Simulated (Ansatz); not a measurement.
Born–Oppenheimer molecular dynamics of F₂H₇PSi₂ (12 atoms, charge 0, multiplicity 1). It starts at the highest image of a converged band. Of that band: The profile has 2 maxima (images 5, 8) with wells between them (image 7): this band takes more than one step, which may be the mechanism or a detour left from its start path. A structure lower than the last end lies on the path between it and the top, so the climb from that side starts below the end, which may itself be a saddle point or a shallow side well. Neighbouring images differ by up to 1.9 eV, so the band resolves the path poorly. A vibrational analysis at the climbing image gives one clearly imaginary mode, 754i cm⁻¹: a first-order saddle point.

The calculation used RKS LDA/def2-SVP (Ansatz 0.2.0).

```json
{
  "ensemble": "NVE (velocity Verlet)",
  "time step": "0.5 fs",
  "steps asked": "200",
  "starting velocities drawn for": "300 K",
  "seed": "5109"
}
```

Frames 0.5 fs apart, positions in Å.

Velocities at 25.0 fs (Å/ps):

```
Si 9.15 -5.22 5.44
Si -2.89 2.38 -5.57
H -16.99 -3.35 -2.74
H -5.46 -12.99 5.03
H -17.54 2.62 0.42
H -0.74 -21.11 -18.76
F -2.73 2.60 6.56
F 7.93 -1.53 -6.66
P -6.08 2.32 1.28
H -26.31 19.60 -3.61
H -10.80 15.70 -13.43
H -7.94 -12.74 -0.72
```

```xyz
12
Properties=species:S:1:pos:R:3 time_fs=25.0 energy_less_start_eV=-0.300 T=532
Si -0.201 -0.193 0.226
Si -0.014 -0.407 2.541
H -0.503 -1.740 3.135
H 1.448 -0.282 2.869
H -0.895 0.587 3.319
H 0.213 1.114 -0.384
F -1.071 -0.860 -1.034
F 0.866 -1.403 0.169
P -2.624 0.945 0.380
H -3.534 -0.104 0.827
H -2.960 1.679 1.553
H -1.757 -0.032 1.218
12
Properties=species:S:1:pos:R:3 time_fs=25.5 energy_less_start_eV=-0.299 T=532
Si -0.197 -0.195 0.229
Si -0.015 -0.406 2.538
H -0.511 -1.742 3.133
H 1.445 -0.288 2.871
H -0.904 0.589 3.319
H 0.213 1.104 -0.393
F -1.072 -0.859 -1.030
F 0.870 -1.404 0.165
P -2.627 0.946 0.381
H -3.547 -0.094 0.824
H -2.965 1.687 1.547
H -1.762 -0.037 1.218
12
Properties=species:S:1:pos:R:3 time_fs=26.0 energy_less_start_eV=-0.305 T=536
Si -0.192 -0.198 0.231
Si -0.017 -0.405 2.535
H -0.519 -1.742 3.130
H 1.443 -0.295 2.874
H -0.911 0.590 3.318
H 0.213 1.093 -0.401
F -1.073 -0.858 -1.027
F 0.875 -1.405 0.162
P -2.631 0.947 0.381
H -3.561 -0.084 0.821
H -2.970 1.696 1.542
H -1.768 -0.039 1.216
12
Properties=species:S:1:pos:R:3 time_fs=26.5 energy_less_start_eV=-0.318 T=547
Si -0.187 -0.201 0.234
Si -0.018 -0.403 2.533
H -0.526 -1.742 3.125
H 1.440 -0.300 2.877
H -0.917 0.590 3.317
H 0.213 1.084 -0.408
F -1.075 -0.856 -1.023
F 0.879 -1.406 0.158
P -2.634 0.948 0.382
H -3.575 -0.073 0.816
H -2.974 1.705 1.539
H -1.775 -0.040 1.213
12
Properties=species:S:1:pos:R:3 time_fs=27.0 energy_less_start_eV=-0.339 T=563
Si -0.183 -0.204 0.236
Si -0.020 -0.402 2.530
H -0.533 -1.741 3.119
H 1.438 -0.306 2.881
H -0.921 0.591 3.314
H 0.214 1.075 -0.415
F -1.076 -0.855 -1.019
F 0.883 -1.407 0.155
P -2.637 0.949 0.382
H -3.589 -0.061 0.809
H -2.978 1.715 1.536
H -1.783 -0.037 1.209
12
Properties=species:S:1:pos:R:3 time_fs=27.5 energy_less_start_eV=-0.367 T=584
Si -0.178 -0.207 0.238
Si -0.021 -0.401 2.528
H -0.539 -1.739 3.112
H 1.436 -0.312 2.884
H -0.924 0.591 3.311
H 0.215 1.067 -0.420
F -1.078 -0.853 -1.015
F 0.888 -1.408 0.152
P -2.640 0.950 0.383
H -3.604 -0.049 0.802
H -2.981 1.725 1.535
H -1.793 -0.032 1.205
12
Properties=species:S:1:pos:R:3 time_fs=28.0 energy_less_start_eV=-0.401 T=611
Si -0.174 -0.210 0.240
Si -0.023 -0.400 2.526
H -0.545 -1.736 3.103
H 1.435 -0.317 2.888
H -0.926 0.590 3.307
H 0.217 1.060 -0.425
F -1.079 -0.851 -1.011
F 0.893 -1.409 0.148
P -2.644 0.951 0.384
H -3.619 -0.037 0.794
H -2.983 1.736 1.535
H -1.804 -0.025 1.200
12
Properties=species:S:1:pos:R:3 time_fs=28.5 energy_less_start_eV=-0.440 T=641
Si -0.170 -0.213 0.242
Si -0.025 -0.399 2.524
H -0.550 -1.732 3.094
H 1.433 -0.322 2.892
H -0.927 0.589 3.302
H 0.219 1.053 -0.429
F -1.081 -0.850 -1.007
F 0.898 -1.410 0.145
P -2.647 0.951 0.384
H -3.635 -0.025 0.784
H -2.986 1.746 1.535
H -1.816 -0.015 1.194
12
Properties=species:S:1:pos:R:3 time_fs=29.0 energy_less_start_eV=-0.481 T=673
Si -0.165 -0.216 0.244
Si -0.027 -0.398 2.522
H -0.554 -1.728 3.082
H 1.431 -0.326 2.896
H -0.926 0.588 3.296
H 0.222 1.048 -0.432
F -1.082 -0.848 -1.003
F 0.904 -1.412 0.141
P -2.651 0.952 0.385
H -3.651 -0.012 0.774
H -2.987 1.757 1.537
H -1.829 -0.004 1.188
12
Properties=species:S:1:pos:R:3 time_fs=29.5 energy_less_start_eV=-0.522 T=704
Si -0.161 -0.219 0.245
Si -0.029 -0.397 2.520
H -0.559 -1.722 3.070
H 1.430 -0.331 2.900
H -0.924 0.587 3.289
H 0.226 1.044 -0.434
F -1.084 -0.846 -0.998
F 0.909 -1.413 0.138
P -2.654 0.953 0.386
H -3.668 0.000 0.763
H -2.988 1.767 1.538
H -1.843 0.009 1.182
12
Properties=species:S:1:pos:R:3 time_fs=30.0 energy_less_start_eV=-0.560 T=733
Si -0.157 -0.223 0.247
Si -0.031 -0.396 2.518
H -0.562 -1.717 3.057
H 1.428 -0.335 2.905
H -0.921 0.586 3.283
H 0.230 1.041 -0.436
F -1.086 -0.845 -0.994
F 0.915 -1.415 0.134
P -2.658 0.954 0.386
H -3.686 0.013 0.750
H -2.988 1.777 1.540
H -1.857 0.024 1.176
12
Properties=species:S:1:pos:R:3 time_fs=30.5 energy_less_start_eV=-0.593 T=759
Si -0.152 -0.226 0.248
Si -0.033 -0.395 2.517
H -0.566 -1.712 3.042
H 1.426 -0.339 2.909
H -0.917 0.585 3.275
H 0.234 1.038 -0.436
F -1.087 -0.843 -0.989
F 0.921 -1.416 0.131
P -2.662 0.955 0.387
H -3.703 0.026 0.738
H -2.988 1.787 1.542
H -1.872 0.039 1.170
```

Of the whole run (100 fs, mean temperature of the second half 1219 K): The conserved energy stayed within 0.063 meV per atom of its start (net change 0.026 meV per atom), so the integration is sound. The kinetic energy rose, since the run started high on the potential surface and went downhill. It ends in pieces (F2H4Si2 + H3P), so much of that is their flight and rotation, not heat. A run of 0.1 ps of so small a system gives no equilibrium averages. The orbitals stay closed-shell, which can raise the energy where a bond breaks towards radicals; this wasn't checked here.

Time of the run: 2.2 min on 4 threads of Arm Neoverse V2, on a shared host, peak memory 0.17 GiB.
